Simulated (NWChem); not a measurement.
System: GeSiH5, doublet; SMILES [GeH3][SiH2]

Computed with NWChem. Pople sets run with spherical d functions. Spin-unrestricted. All runs use the structure optimised with PBE0/def2-SVP, spin-unrestricted. No stability test was run on the SCF state. B3LYP is NWChem's, with the RPA form of VWN correlation. Vertical excitations in the gas phase; the lowest state need not have the same character in each row. Excited states of an open shell can be spin-contaminated.

```
level                  lowest excitation (eV)  oscillator strength of that lowest state  lowest state with f > 0.02 (eV)  lowest empty minus highest occupied level, either spin (eV)
---------------------  ----------------------  ----------------------------------------  -------------------------------  -----------------------------------------------------------
PBE/6-31G*, TDA                          3.76                                     0.011                             4.77                                                         1.66
B3LYP/6-31G*, TDA                        3.87                                     0.013                             4.96                                                         2.92
UHF/6-31G*, CIS                          4.99                                     0.021                             4.99                                                         9.77
BHandHLYP/6-31G*, TDA                       …                                     0.015                                …                                                            …
```

**Question.** Complete the blanks.

**Answer.** 
- BHandHLYP/6-31G*, TDA, lowest excitation (eV): 4.18
- BHandHLYP/6-31G*, TDA, lowest state with f > 0.02 (eV): 5.39
- BHandHLYP/6-31G*, TDA, lowest empty minus highest occupied level, either spin (eV): 5.19
